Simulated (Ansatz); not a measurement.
A nudged elastic band was laid between two geometries of Cl3H2NZr + H4Si (12 atoms, charge 0, multiplicity 1).

The calculation used RHF/def2-SVP in Ansatz 0.2.0.

```json
{
 "movable images": "5",
 "climbing image": "yes",
 "spring": "5.0 eV/Å²",
 "optimiser": "quadratic models (default)",
 "start path": "through a guess of the saddle point",
 "force threshold": "0.05 eV/Å",
 "iteration limit": "60",
 "end points": "relaxed"
}
```

First end point:

```xyz
12
Properties=species:S:1:pos:R:3
Zr -0.382 0.752 0.044
N -0.523 0.777 2.033
H -1.233 1.258 2.562
H 0.101 0.307 2.671
Cl 1.838 1.341 -0.568
Cl -1.998 2.294 -0.745
Cl -0.817 -1.452 -0.751
Si 2.125 -3.371 1.465
H 1.002 -4.334 1.500
H 2.591 -3.178 0.076
H 3.239 -3.876 2.301
H 1.669 -2.070 2.017
```

Last end point:

```xyz
12
Properties=species:S:1:pos:R:3
Zr 0.522 -0.140 0.028
N -0.720 -0.587 2.076
H -1.520 0.026 2.141
H -0.169 -0.436 2.908
Cl 1.991 -0.012 -1.835
Cl 0.833 1.989 1.091
Cl -1.531 -0.883 -0.969
Si 2.091 -2.193 1.098
H 1.540 -2.705 2.392
H 2.170 -3.357 0.175
H 3.474 -1.724 1.378
H -1.071 -1.531 2.121
```

Question: Which bonds break or form, and what moves?

Answer: Bonds broken: Si8–H12. Bonds formed: Zr1–Si8, N2–H12. Cl3H2NZr + H4Si becomes Cl3H6NSiZr.

Question: What energy profile does the band end with?

Answer: The run converged. The highest image is number 2 of 0 to 6, 236.7 kJ/mol above the first end and 206.6 kJ/mol above the last; the last end lies 30.1 kJ/mol above the first. Neighbouring images differ by up to 2.4 eV, so the band resolves the path poorly. A vibrational analysis at the climbing image gives one clearly imaginary mode, 1847i cm⁻¹: a first-order saddle point. The orbitals stay closed-shell, which can raise the energy where a bond breaks towards radicals; this wasn't checked here.

```json
{"image": "0", "path coordinate (Å)": "0.00", "energy (kJ/mol)": "0.0", "Si8–H12 (Å)": "1.48", "Zr1–Si8 (Å)": "5.03", "N2–H12 (Å)": "3.59"}
{"image": "1", "path coordinate (Å)": "1.94", "energy (kJ/mol)": "8.2", "Si8–H12 (Å)": "1.48", "Zr1–Si8 (Å)": "4.28", "N2–H12 (Å)": "2.82"}
{"image": "2", "path coordinate (Å)": "3.87", "energy (kJ/mol)": "236.7", "Si8–H12 (Å)": "1.91", "Zr1–Si8 (Å)": "3.12", "N2–H12 (Å)": "1.33"}
{"image": "3", "path coordinate (Å)": "5.64", "energy (kJ/mol)": "62.2", "Si8–H12 (Å)": "2.81", "Zr1–Si8 (Å)": "2.82", "N2–H12 (Å)": "1.01"}
{"image": "4", "path coordinate (Å)": "7.40", "energy (kJ/mol)": "58.1", "Si8–H12 (Å)": "2.87", "Zr1–Si8 (Å)": "2.81", "N2–H12 (Å)": "1.01"}
{"image": "5", "path coordinate (Å)": "9.16", "energy (kJ/mol)": "35.8", "Si8–H12 (Å)": "3.09", "Zr1–Si8 (Å)": "2.80", "N2–H12 (Å)": "1.01"}
{"image": "6", "path coordinate (Å)": "10.93", "energy (kJ/mol)": "30.1", "Si8–H12 (Å)": "3.39", "Zr1–Si8 (Å)": "2.80", "N2–H12 (Å)": "1.01"}
```

Question: What is the geometry of the highest image?

Answer: 
```xyz
12
Properties=species:S:1:pos:R:3
Zr 0.147 -0.053 0.106
N -0.115 -0.020 2.231
H -0.959 -0.323 2.691
H 0.371 0.637 2.822
Cl 2.319 0.636 -0.547
Cl -1.116 1.897 -0.462
Cl -1.121 -1.710 -1.022
Si 1.644 -2.549 1.231
H 0.856 -3.712 1.721
H 2.088 -2.854 -0.154
H 2.862 -2.426 2.077
H 0.634 -1.077 1.911
```

Time of the run: 6.4 min on 4 threads of Arm Neoverse V1, with other jobs on the host, peak memory 0.47 GiB.
